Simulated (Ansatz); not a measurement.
These are PBE0-D4/def2-TZVP run with Ansatz (a quantum-chemistry and plane-wave program) values and carry that method's errors. No frequencies were computed at this level.

Ansatz 0.2 input:
```yaml
crystal:
  periodic: [false, false, false]
  atoms:
    - { symbol: B, position_ang: [1.234559, -1.109586, 1.972449] }
    - { symbol: C, position_ang: [1.131237, -0.275984, 0.711873] }
    - { symbol: C, position_ang: [0.002073, -0.022186, -0.02179] }
    - { symbol: N, position_ang: [-1.238687, -0.415798, 0.380959] }
    - { symbol: C, position_ang: [0.085102, 0.767724, -1.24865] }
    - { symbol: C, position_ang: [-0.937552, 1.307874, -1.903172] }
    - { symbol: H, position_ang: [2.26492, -1.201872, 2.524018] }
    - { symbol: H, position_ang: [0.315708, -1.700324, 2.411356] }
    - { symbol: H, position_ang: [2.030568, 0.176785, 0.309718] }
    - { symbol: H, position_ang: [-1.267777, -1.057046, 1.15596] }
    - { symbol: H, position_ang: [-1.966039, -0.498269, -0.307571] }
    - { symbol: H, position_ang: [1.090557, 0.920703, -1.616981] }
    - { symbol: H, position_ang: [-1.958823, 1.221503, -1.569916] }
    - { symbol: H, position_ang: [-0.785846, 1.886476, -2.798251] }
basis:
  gaussian: { orbitals: def2-tzvp }
hamiltonian:
  xc: pbe0
  dispersion: d4
relax:
  max_steps: 150
```

Output:

```
Functional definition: PBE0
1396 factors; their error is unknown
mean field evaluation 1: about -6427.6303 eV, gradient 6.7e1 eV
mean field evaluation 2: about -6425.3546 eV, gradient 7.1e1 eV
mean field evaluation 4: about -6437.7821 eV, gradient 5.6e0 eV
mean field evaluation 8: about -6437.8533 eV, gradient 7.5e-2 eV
mean field evaluation 16: about -6437.8472 eV, gradient 3.6e-4 eV
mean field -6437.84716145 eV, -236.5865194537 hartree, gradient 3.4e-5 eV, S^2 0.000000; 0 other end points of the search recorded, 0 dependent functions left out
reference -6437.84719637 eV, -236.5865207372 hartree; 22, 22 occupied and 212, 212 virtual orbitals, 1396 factors
relax step   1: F+E_penalty+E_count = -6438.09229857 eV  Δ(F+E_penalty+E_count) = +0.000e0 eV  max|allowed force component| = 8.897e-1 eV/Å  Δτ_max = 0.0000 Å  (30 SCF iters, accepted)
these checks for a lower state are left out or cut short: starts, cluster_reference, orbital_swaps, neighbouring_geometries, increment
1396 factors; their error is unknown
mean field -6437.87370932 eV, -236.5874950700 hartree, gradient 1.4e-5 eV, S^2 0.000000; 0 other end points of the search recorded, 0 dependent functions left out
reference -6437.87374430 eV, -236.5874963554 hartree; 22, 22 occupied and 212, 212 virtual orbitals, 1396 factors
relax step   2: F+E_penalty+E_count = -6438.11914812 eV  Δ(F+E_penalty+E_count) = -2.685e-2 eV  max|allowed force component| = 3.392e-1 eV/Å  Δτ_max = 0.0401 Å  (32 SCF iters, accepted)
these checks for a lower state are left out or cut short: starts, cluster_reference, orbital_swaps, neighbouring_geometries, increment
1396 factors; their error is unknown
mean field evaluation 32: about -6437.8758 eV, gradient 1.4e-5 eV
mean field -6437.87581101 eV, -236.5875723058 hartree, gradient 1.4e-5 eV, S^2 0.000000; 0 other end points of the search recorded, 0 dependent functions left out
reference -6437.87584601 eV, -236.5875735918 hartree; 22, 22 occupied and 212, 212 virtual orbitals, 1396 factors
relax step   3: F+E_penalty+E_count = -6438.12157161 eV  Δ(F+E_penalty+E_count) = -2.423e-3 eV  max|allowed force component| = 2.518e-1 eV/Å  Δτ_max = 0.0301 Å  (32 SCF iters, accepted)
these checks for a lower state are left out or cut short: starts, cluster_reference, orbital_swaps, neighbouring_geometries, increment
1396 factors; their error is unknown
mean field -6437.88002446 eV, -236.5877271469 hartree, gradient 1.5e-5 eV, S^2 0.000000; 0 other end points of the search recorded, 0 dependent functions left out
reference -6437.88005944 eV, -236.5877284327 hartree; 22, 22 occupied and 212, 212 virtual orbitals, 1396 factors
relax step   4: F+E_penalty+E_count = -6438.12575677 eV  Δ(F+E_penalty+E_count) = -4.185e-3 eV  max|allowed force component| = 4.923e-2 eV/Å  Δτ_max = 0.0184 Å  (32 SCF iters, accepted)
these checks for a lower state are left out or cut short: starts, cluster_reference, orbital_swaps, neighbouring_geometries, increment
1396 factors; their error is unknown
mean field -6437.88018614 eV, -236.5877330887 hartree, gradient 1.5e-5 eV, S^2 0.000000; 0 other end points of the search recorded, 0 dependent functions left out
reference -6437.88022113 eV, -236.5877343746 hartree; 22, 22 occupied and 212, 212 virtual orbitals, 1396 factors
relax step   5: F+E_penalty+E_count = -6438.12596642 eV  Δ(F+E_penalty+E_count) = -2.097e-4 eV  max|allowed force component| = 5.646e-2 eV/Å  Δτ_max = 0.0078 Å  (33 SCF iters, accepted)
these checks for a lower state are left out or cut short: starts, cluster_reference, orbital_swaps, neighbouring_geometries, increment
1396 factors; their error is unknown
mean field -6437.88045645 eV, -236.5877430224 hartree, gradient 1.5e-5 eV, S^2 0.000000; 0 other end points of the search recorded, 0 dependent functions left out
reference -6437.88049144 eV, -236.5877443081 hartree; 22, 22 occupied and 212, 212 virtual orbitals, 1396 factors
relax step   6: F+E_penalty+E_count = -6438.12625789 eV  Δ(F+E_penalty+E_count) = -2.915e-4 eV  max|allowed force component| = 1.862e-2 eV/Å  Δτ_max = 0.0046 Å  (33 SCF iters, accepted)
these checks for a lower state are left out or cut short: starts, cluster_reference, orbital_swaps, neighbouring_geometries, increment
1396 factors; their error is unknown
mean field -6437.88051289 eV, -236.5877450965 hartree, gradient 1.4e-5 eV, S^2 0.000000; 0 other end points of the search recorded, 0 dependent functions left out
reference -6437.88054787 eV, -236.5877463822 hartree; 22, 22 occupied and 212, 212 virtual orbitals, 1396 factors
relax step   7: F+E_penalty+E_count = -6438.12633341 eV  Δ(F+E_penalty+E_count) = -7.552e-5 eV  max|allowed force component| = 1.108e-2 eV/Å  Δτ_max = 0.0055 Å  (33 SCF iters, accepted)
these checks for a lower state are left out or cut short: starts, cluster_reference, orbital_swaps, neighbouring_geometries, increment
1396 factors; their error is unknown
mean field evaluation 64: about -6437.8801 eV, gradient 5.4e-1 eV
mean field -6437.88052880 eV, -236.5877456813 hartree, gradient 1.4e-5 eV, S^2 0.000000; 0 other end points of the search recorded, 0 dependent functions left out
reference -6437.88056379 eV, -236.5877469669 hartree; 22, 22 occupied and 212, 212 virtual orbitals, 1396 factors
relax step   8: F+E_penalty+E_count = -6438.12635652 eV  Δ(F+E_penalty+E_count) = -2.311e-5 eV  max|allowed force component| = 6.928e-3 eV/Å  Δτ_max = 0.0023 Å  (33 SCF iters, accepted)
1396 factors; their error is unknown
mean field -6437.88052880 eV, -236.5877456813 hartree, gradient 1.4e-5 eV, S^2 0.000000; 1 other end points of the search recorded, 0 dependent functions left out
reference -6437.88056379 eV, -236.5877469669 hartree; 22, 22 occupied and 212, 212 virtual orbitals, 1396 factors
Total energy: -6438.12639150 eV, -236.5967809690 hartree
Atom 0 at     1.229095    -1.099302     1.951981 Å, force    -0.002694    -0.000562     0.000482 eV/Å
Atom 1 at     1.156467    -0.264608     0.708086 Å, force    -0.006588     0.001742    -0.002290 eV/Å
Atom 2 at     0.010139    -0.019792    -0.015778 Å, force     0.006928     0.001941    -0.001389 eV/Å
Atom 3 at    -1.216963    -0.430935     0.370838 Å, force    -0.006907    -0.004611    -0.001336 eV/Å
Atom 4 at     0.085807     0.767261    -1.249509 Å, force    -0.002658    -0.003443     0.001102 eV/Å
Atom 5 at    -0.946483     1.304934    -1.893399 Å, force     0.003795    -0.000276     0.000602 eV/Å
Atom 6 at     2.256774    -1.244291     2.549150 Å, force     0.004499     0.000545     0.000816 eV/Å
Atom 7 at     0.256814    -1.667375     2.386207 Å, force    -0.001195    -0.000562    -0.000375 eV/Å
Atom 8 at     2.047720     0.202894     0.299289 Å, force     0.002327     0.000307     0.001150 eV/Å
Atom 9 at    -1.265031    -1.037516     1.172778 Å, force     0.002565     0.002223     0.000043 eV/Å
Atom 10 at    -1.939434    -0.529228    -0.318955 Å, force     0.002426     0.000972     0.000978 eV/Å
Atom 11 at     1.091495     0.914767    -1.627788 Å, force     0.001177    -0.000866    -0.000066 eV/Å
Atom 12 at    -1.966036     1.226278    -1.531652 Å, force    -0.003431     0.000974     0.001555 eV/Å
Atom 13 at    -0.800364     1.876914    -2.801244 Å, force    -0.000246     0.001615    -0.001271 eV/Å
Dipole moment:    -0.535117     0.122066    -0.512915 e Å
```

Cost: roughly 110 core-seconds.
